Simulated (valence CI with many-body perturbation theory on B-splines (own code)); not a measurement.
## Er LIV: electric-dipole lines

Calculated by valence CI with perturbative core correlation (CI+MBPT): five valence electrons over a frozen Dirac-Fock core [Ne], a basis of 11 s, 11 p, 10 d, 8 f, 5 g, 2 h functions for each j, with the one-electron correlation potential Σ1 (screened to all orders), the two-electron term Σ2, the three-electron term Σ3, Breit, model QED; selected single and double excitations, second order for the rest, scaled by the run's own slope (own B-spline code, finite nucleus).

No measured spectrum was set against this ion. As an estimate, large intervals hold to a few tenths of a per cent, small ones and those within an open d or f shell to about a per cent. Among the levels kept, up to 3000 cm⁻¹ of a level comes from second order outside the variational space, and about a tenth of that is noise between levels of different J, which matters for small intervals.

Lines 101 to 150 of 564 in falling wavelength, among levels below 75.981 Ry, chosen from the strongest by gf and those to the six lowest levels. Wavelengths and rates use the calculated energies. Electric multipoles are in the length gauge, E1 and E2 with the static RPA response of the core. Weak lines are less certain than strong ones. Lines between different terms over intervals too small for the method are left out, as are lines whose strength nearly cancels. The highest levels of a list are the least certain.

Levels are named by their leading jj configuration (3d3/2^4 stands for four electrons in 3d with j = 3/2), which in mixed levels can hold well under half, so a name can repeat and another be missing. Letters in brackets count levels of one name in rising energy.

```tsv
λ vac (Å)	Upper	Lower	A (s⁻¹)	S (a.u.)
50.76	(3s^2 3p1/2 3p3/2 3d5/2) J=3/2 [a]	(3s^2 3p1/2 3p3/2^2) J=1/2	1.03e+09	2.67e-04
49.98	(3s^2 3p1/2 3p3/2 3d5/2) J=7/2 [a]	(3s^2 3p1/2 3p3/2^2) J=5/2	6.95e+08	3.42e-04
49.64	(3s^2 3p1/2 3p3/2 3d3/2) J=1/2 [b]	(3s^2 3p1/2 3p3/2^2) J=3/2	6.06e+09	7.32e-04
49.40	(3s 3p1/2^2 3d5/2^2) J=5/2	(3s 3p1/2^2 3p3/2 3d5/2) J=3/2 [b]	2.34e+10	8.36e-03
49.16	(3s^2 3p3/2 3d5/2^2) J=7/2	(3s^2 3p3/2^2 3d5/2) J=5/2 [a]	3.67e+10	1.72e-02
48.98	(3s 3p1/2^2 3d5/2^2) J=9/2	(3s 3p1/2^2 3p3/2 3d5/2) J=7/2 [b]	3.86e+10	2.24e-02
48.97	(3s 3p1/2^2 3p3/2 3d5/2) J=3/2 [a]	(3s 3p1/2^2 3p3/2^2) J=3/2	3.73e+10	8.64e-03
48.45	(3s^2 3p1/2 3d5/2^2) J=3/2	(3s^2 3p1/2 3p3/2 3d5/2) J=1/2	8.40e+10	1.89e-02
48.29	(3s 3p1/2^2 3d5/2^2) J=7/2	(3s 3p1/2^2 3p3/2 3d5/2) J=5/2 [b]	1.84e+11	8.19e-02
48.06	(3s^2 3p1/2 3p3/2 3d5/2) J=3/2 [a]	(3s^2 3p1/2 3p3/2^2) J=5/2	1.20e+10	2.63e-03
48.04	(3s^2 3p1/2 3d5/2^2) J=7/2	(3s^2 3p1/2 3p3/2 3d5/2) J=5/2 [b]	2.35e+11	1.03e-01
47.84	(3s^2 3p1/2 3d5/2^2) J=9/2	(3s^2 3p1/2 3p3/2 3d5/2) J=7/2 [b]	1.98e+11	1.07e-01
47.76	(3s 3p1/2^2 3d3/2 3d5/2) J=3/2 [b]	(3s 3p1/2^2 3p3/2 3d3/2) J=1/2 [b]	3.78e+10	8.13e-03
47.76	(3s^2 3p1/2 3d5/2^2) J=5/2	(3s^2 3p1/2 3p3/2 3d5/2) J=3/2 [b]	8.39e+10	2.71e-02
47.44	(3s 3p1/2 3p3/2^2 3d5/2) J=3/2 [a]	(3s 3p1/2 3p3/2^3) J=5/2	4.19e+10	8.82e-03
47.41	(3s^2 3p1/2 3p3/2 3d5/2) J=5/2 [a]	(3s^2 3p1/2 3p3/2^2) J=5/2	5.82e+10	1.83e-02
47.38	(3s^2 3p3/2 3d3/2 3d5/2) J=7/2 [a]	(3s^2 3p3/2^2 3d3/2) J=7/2	2.03e+10	8.51e-03
47.38	(3s 3p1/2^2 3d5/2^2) J=3/2	(3s 3p1/2^2 3p3/2 3d5/2) J=3/2 [b]	5.12e+10	1.07e-02
47.24	(3s 3p1/2^2 3d5/2^2) J=3/2	(3s 3p1/2^2 3p3/2 3d5/2) J=5/2 [b]	3.83e+10	7.98e-03
47.17	(3s 3p1/2 3p3/2^2 3d5/2) J=7/2 [b]	(3s 3p1/2 3p3/2^3) J=5/2	2.08e+10	8.60e-03
47.03	(3s^2 3p1/2 3d3/2 3d5/2) J=7/2 [a]	(3s^2 3p1/2 3p3/2 3d3/2) J=7/2	3.27e+10	1.34e-02
46.89	(3s 3p1/2^2 3d3/2 3d5/2) J=7/2 [b]	(3s 3p1/2^2 3p3/2 3d3/2) J=5/2 [b]	1.17e+11	4.77e-02
46.79	(3s^2 3p3/2 3d3/2 3d5/2) J=5/2 [a]	(3s^2 3p3/2^2 3d3/2) J=3/2 [a]	2.39e+10	7.25e-03
46.71	(3s^2 3p3/2 3d3/2 3d5/2) J=3/2 [a]	(3s^2 3p3/2^2 3d3/2) J=3/2 [a]	4.01e+10	8.07e-03
46.64	(3s^2 3p3/2 3d3/2 3d5/2) J=5/2 [b]	(3s^2 3p3/2^2 3d3/2) J=3/2 [a]	3.97e+10	1.19e-02
46.61	(3s 3p1/2^2 3d3/2 3d5/2) J=1/2	(3s 3p1/2^2 3p3/2 3d3/2) J=1/2 [b]	1.15e+11	1.15e-02
46.37	(3s^2 3p1/2 3d5/2^2) J=5/2	(3s^2 3p1/2 3p3/2 3d5/2) J=7/2 [b]	5.15e+10	1.52e-02
46.35	(3s 3p1/2^2 3d5/2^2) J=3/2	(3s 3p1/2^2 3p3/2 3d5/2) J=1/2	8.68e+10	1.71e-02
46.21	(3s^2 3p1/2 3d3/2 3d5/2) J=5/2 [b]	(3s^2 3p1/2 3p3/2 3d3/2) J=3/2 [b]	1.25e+11	3.66e-02
46.16	(3s 3p1/2^2 3d5/2^2) J=9/2	(3s 3p1/2^2 3p3/2 3d5/2) J=7/2 [a]	1.54e+11	7.46e-02
46.15	(3s^2 3p3/2 3d3/2 3d5/2) J=5/2 [b]	(3s^2 3p3/2^2 3d3/2) J=5/2	3.14e+10	9.14e-03
46.13	(3s^2 3p1/2 3p3/2 3d5/2) J=3/2 [a]	(3s^2 3p1/2 3p3/2^2) J=3/2	9.22e+10	1.79e-02
46.09	(3s 3p1/2^2 3d5/2^2) J=7/2	(3s 3p1/2^2 3p3/2 3d5/2) J=7/2 [b]	6.80e+10	2.63e-02
46.05	(3s^2 3p3/2 3d3/2 3d5/2) J=7/2 [b]	(3s^2 3p3/2^2 3d3/2) J=7/2	9.07e+10	3.50e-02
45.96	(3s 3p1/2^2 3d3/2 3d5/2) J=5/2 [b]	(3s 3p1/2^2 3p3/2 3d3/2) J=3/2 [b]	7.79e+10	2.24e-02
45.78	(3s^2 3p3/2 3d3/2 3d5/2) J=5/2 [d]	(3s^2 3p3/2^2 3d5/2) J=7/2	3.42e+10	9.71e-03
45.68	(3s^2 3p1/2^2 3d5/2) J=5/2	(3s^2 3p1/2^2 3p3/2) J=3/2	1.44e+11	4.07e-02
45.67	(3s 3p1/2^2 3p3/2 3d5/2) J=5/2 [a]	(3s 3p1/2^2 3p3/2^2) J=5/2	1.06e+11	2.99e-02
45.66	(3s^2 3p3/2 3d5/2^2) J=11/2	(3s^2 3p3/2^2 3d5/2) J=9/2	1.73e+11	9.76e-02
45.59	(3s^2 3p3/2 3d3/2 3d5/2) J=5/2 [c]	(3s^2 3p3/2^2 3d3/2) J=3/2 [b]	2.58e+10	7.23e-03
45.53	(3s^2 3p1/2 3p3/2 3d5/2) J=5/2 [a]	(3s^2 3p1/2 3p3/2^2) J=3/2	3.08e+10	8.61e-03
45.29	(3s 3p1/2^2 3p3/2 3d5/2) J=1/2	(3s 3p1/2^2 3p3/2^2) J=1/2	2.02e+11	1.85e-02
45.28	(3s 3p1/2 3p3/2^2 3d5/2) J=3/2 [b]	(3s 3p1/2 3p3/2^3) J=5/2	8.51e+10	1.56e-02
45.14	(3s^2 3p1/2 3d3/2 3d5/2) J=7/2 [a]	(3s^2 3p1/2 3p3/2 3d3/2) J=5/2 [a]	1.37e+11	4.98e-02
45.11	(3s 3p1/2^2 3d3/2 3d5/2) J=3/2 [b]	(3s 3p1/2^2 3p3/2 3d3/2) J=3/2 [b]	8.08e+10	1.47e-02
45.00	(3s^2 3p1/2 3d3/2 3d5/2) J=5/2 [a]	(3s^2 3p1/2 3p3/2 3d3/2) J=3/2 [a]	1.03e+11	2.79e-02
44.97	(3s^2 3p1/2 3p3/2 3d5/2) J=3/2 [b]	(3s^2 3p1/2 3p3/2^2) J=1/2	1.74e+11	3.12e-02
44.92	(3s 3p1/2^2 3d5/2^2) J=1/2	(3s^2 3p1/2 3d3/2^2) J=3/2	7.81e+10	6.99e-03
44.89	(3s 3p1/2^2 3d3/2 3d5/2) J=7/2 [a]	(3s 3p1/2^2 3p3/2 3d3/2) J=5/2 [a]	1.22e+11	4.37e-02
44.87	(3s^2 3p3/2 3d3/2 3d5/2) J=3/2 [b]	(3s^2 3p3/2^2 3d3/2) J=3/2 [b]	2.03e+11	3.63e-02
```
